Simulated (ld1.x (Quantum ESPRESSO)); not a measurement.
What one change does to a pseudopotential (B, PAW)

```
Element                 : boron
Generator               : ld1.x (Quantum ESPRESSO) 7.5
Type                    : PAW
Functional              : PBE
Relativity              : non-relativistic
Frozen core             : [He]
Valence charge          : 3
Reference configuration : 2s2 2p0 (charge +1)
Partial waves           : 2s (bound): rcut 1.25, rcutus 1.55 bohr; 2s channel at -0.85 Ry: rcut 1.25, rcutus 1.55 bohr; 2p (bound, empty): rcut 1.50, rcutus 1.95 bohr; 2p channel at -0.4 Ry: rcut 1.50, rcutus 1.95 bohr; 3d channel at 0.05 Ry: rcut 1.35, rcutus 1.70 bohr; 3d channel at 2.75 Ry: rcut 1.35, rcutus 1.70 bohr
Local potential         : all-electron potential smoothed inside 1.70 bohr (lloc = -2)
Core correction         : Bessel-smoothed model core inside 1.00 bohr
Augmentation charge     : BESSEL, radius 1.40 bohr
```

Change: all radii but the core radius scaled by about 1.30 (s 2.02, p 2.54, d 2.22 bohr, rcut 1.64/1.96/1.76); local potential all-electron potential smoothed inside 2.22 bohr (lloc = -2); augmentation BESSEL, radius 1.82 bohr.

Cutoffs: the cutoffs (Ry, on a coarse ladder) from which the occupation-weighted sum of valence levels, in a spherical-Bessel basis at the reference potential, stays within 10 and 1 mRy of its value at 400 Ry; they do not see the model core or the augmentation charge, which bear on the density cutoff. Errors are all-electron minus pseudo energies relative to the spin-unpolarised reference configuration.

Q: How do hardness, ghosts and transferability respond?

A: Both files are very soft, the changed one slightly harder (loose and tight cutoff 6 and 10 Ry → 8 and 10 Ry on this coarse ladder); of the 7 tests that both files solve, the error grows in 3 and shrinks in 1 by more than 15 % and 0.3 meV (median size 0.2 → 0.6 meV); neither file shows a bound ghost.

| quantity | base | changed |
| --- | --- | --- |
| cutoff, loose | 6 Ry | 8 Ry |
| cutoff, tight | 10 Ry | 10 Ry |
| bound ghosts | none | none |
| error for 2s2 2p1, meV [ΔE -8.22 eV] | 0.0 | +1.0 |
| error for 2s1 2p0, meV [ΔE 25.42 eV] | -2.6 | -0.6 |
| error for 2s2 2p0.5, meV [ΔE -5.33 eV] | 0.0 | +0.6 |
| error for 2s1 2p1, meV [ΔE 6.13 eV] | -0.5 | -0.4 |
| error for 2s2 2p1.3, meV [ΔE -8.96 eV] | 0.0 | +1.1 |
| error for 2s0 2p3, meV [ΔE 3.49 eV] | -1.5 | -1.6 |
| error for 2s1 2p2, meV [ΔE -2.38 eV] | -0.2 | +0.2 |
| lowest overlap eigenvalue by channel | s 0.57, p 0.96, d 0.97 | s 0.62, p 0.96, d 0.96 |

Base: The cutoffs count occupied waves only; the empty 2p level needs 15 Ry at the loose tolerance.
